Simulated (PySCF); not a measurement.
F₂Sr, SMILES [F][Sr][F] (connectivity only; charge and spin as stated), charge +1, multiplicity 2.

The structure is a stationary point at PBE0-D3(BJ)/def2-TZVP. The multiplicity is an assumed one; other spin states were not compared. The isomer is the one that the SMILES or the coordinates give; other isomers of the formula were not compared. The def2 effective core potentials stand for the cores of Sr; spin–orbit coupling is left out.

All values below come from C-PCM-M06-2X/def2-SVP in PySCF 2.14.0.

The values are the electrostatic part of the solvation free energy, E(continuum) − E(gas) at the gas-phase geometry, in a cavity of scaled van der Waals radii (PySCF's table); cavitation and dispersion terms are not included. A continuum can't describe solvent molecules that bind to the metal.

```
solvent            ε  ΔG(elec) (kcal/mol)
-------------  -----  -------------------
water          78.36                    …
chlorobenzene   5.70                -57.3
diethylether    4.24                -53.0
```

Complete the blanks. (Estimate from the structure and the level; the computed values follow.)


- water, ΔG(elec) (kcal/mol): -68.8
